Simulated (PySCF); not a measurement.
C3H4F2Si, SMILES FC(F)C#C[SiH3].

The structure is a stationary point at PBE-D3(BJ)/def2-SVP. This is a generated structure with no PubChem entry under its InChIKey; it may be hypothetical.

The numbers are results of TDA-B3LYP/def2-SVPD (PySCF), not measurements.

Vertical excitations. Gas-phase values at a fixed geometry.

Computed lowest excited states:
```csv
state,energy (eV),λ (nm),f,main pairs
S1,5.65,219,0.000,HOMO→LUMO 86 %
S2,5.87,211,0.001,"HOMO−1→LUMO 49 %, HOMO→LUMO+1 48 %"
S3,5.91,210,0.000,HOMO−1→LUMO+1 85 %
S4,7.51,165,0.027,HOMO→LUMO+2 93 %
S5,7.58,163,0.004,HOMO−1→LUMO+2 96 %
S6,7.98,155,0.006,HOMO→LUMO+3 92 %
S7,7.99,155,0.002,"HOMO−2→LUMO 63 %, HOMO−3→LUMO+1 22 %"
S8,8.02,155,0.002,"HOMO−1→LUMO+3 67 %, HOMO−4→LUMO 18 %"
S9,8.07,154,0.741,"HOMO−3→LUMO 22 %, HOMO−1→LUMO 20 %, HOMO→LUMO+1 19 %, HOMO−4→LUMO+1 12 %"
S10,8.13,152,0.000,"HOMO−4→LUMO 78 %, HOMO−1→LUMO+3 19 %"
T1,4.64,267,0,"HOMO−1→LUMO 55 %, HOMO→LUMO+1 37 %"
T2,5.05,245,0,"HOMO→LUMO 62 %, HOMO−1→LUMO+1 33 %"
T3,5.07,245,0,"HOMO→LUMO+1 56 %, HOMO−1→LUMO 38 %"
T4,5.70,218,0,"HOMO−1→LUMO+1 63 %, HOMO→LUMO 35 %"
```
Triplets are in the Tamm–Dancoff approximation.
